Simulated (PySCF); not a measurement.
H2SZn, SMILES [SH][ZnH].

The structure is a stationary point at B3LYP-D3(BJ)/def2-TZVP.

All values below come from ωB97X/def2-TZVPD (PySCF).

Symmetry labels are those of the subgroup Cs that the program uses (full group Cs).

Computed valence orbital energies around the gap with their symmetry:
```
orbital  symmetry  energy (eV)
-------  --------  -----------
HOMO−7         A"       -17.53
HOMO−6         A'       -17.53
HOMO−5         A'       -17.51
HOMO−4         A"       -17.47
HOMO−3         A'       -13.58
HOMO−2         A'       -12.38
HOMO−1         A'       -10.66
HOMO           A"        -9.69
LUMO           A'         0.73
LUMO+1         A"         0.97
LUMO+2         A'         1.22
LUMO+3         A'         1.97
```
